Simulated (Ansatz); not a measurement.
`B[SiH2]OC[SiH3]` → `[SiH3]BOC[SiH3]`  (isomerisation)

Isolated molecules relaxed with PBE0-D4/def2-TZVP in Ansatz; ΔE leaves out vibrations. CCSD(T)/CBS is the MP2 limit (def2-TZVPP, def2-QZVPP) plus CCSD(T) − MP2 in def2-TZVPP, frozen cores. DFT in def2-TZVPP. B3LYP here is the variant with VWN-RPA as its local correlation; programs differ in this. Each species was taken in one conformer, which may not be the lowest.

`B[SiH2]OC[SiH3]`:

Cartesian coordinates in Å:
```
B 1.791 0.314 2.076
Si 1.178 -1.115 0.809
O 0.314 -0.585 -0.499
C -0.903 0.123 -0.325
Si -1.525 0.692 -2.015
H 2.536 0.015 2.964
H 1.444 1.458 2.020
H 0.345 -2.066 1.615
H 2.333 -1.860 0.241
H -1.660 -0.513 0.156
H -0.765 0.997 0.329
H -1.758 -0.483 -2.894
H -0.526 1.592 -2.646
H -2.805 1.430 -1.831
```

`[SiH3]BOC[SiH3]`:

Cartesian coordinates in Å:
```
Si -2.630 1.013 -0.574
B -0.728 0.412 -0.232
O -0.511 -0.704 0.475
C 0.786 -1.213 0.778
Si 2.309 -0.303 0.098
H -2.858 1.174 -2.039
H -2.855 2.349 0.051
H -3.650 0.069 -0.040
H 0.217 1.041 -0.648
H 0.870 -1.264 1.869
H 0.819 -2.249 0.424
H 2.448 1.072 0.641
H 2.331 -0.271 -1.386
H 3.451 -1.127 0.581
```

(1) Is it downhill or uphill in electronic energy at CCSD(T)/CBS, and by how much? (An estimate is asked.)

(2) What do these levels give: PBE-D4, r2SCAN-D4, B3LYP-D4, ωB97X-V, r2SCAN, SCS-MP2/def2-TZVPP, HF/def2-QZVPP, MP2/def2-QZVPP, SCS-MP2/def2-QZVPP, HF/CBS(def2), MP2/CBS(def2), CCSD/CBS(def2)? (Best estimate.)

Largest T1 diagnostic among the species: 0.015.

## Answers

(1) Ansatz gave: Downhill: ΔE = -15.2 kcal/mol.

(2) Ansatz gave: PBE-D4 -19.2, r2SCAN-D4 -16.7, B3LYP-D4 -15.8, ωB97X-V -15.2, r2SCAN -16.7, SCS-MP2/def2-TZVPP -14.2, HF/def2-QZVPP -9.8, MP2/def2-QZVPP -14.6, SCS-MP2/def2-QZVPP -13.7, HF/CBS(def2) -9.8, MP2/CBS(def2) -14.4, CCSD/CBS(def2) -14.0 kcal/mol.

In def2-TZVPP, CCSD(T) changes the Hartree–Fock value by −5.8 kcal/mol (the triples alone add −1.2 kcal/mol) and MP2 by −5.0 kcal/mol. From PBE to PBE0 (25 % exact exchange), in def2-TZVPP and without D4, ΔE moves by +1.8 kcal/mol.
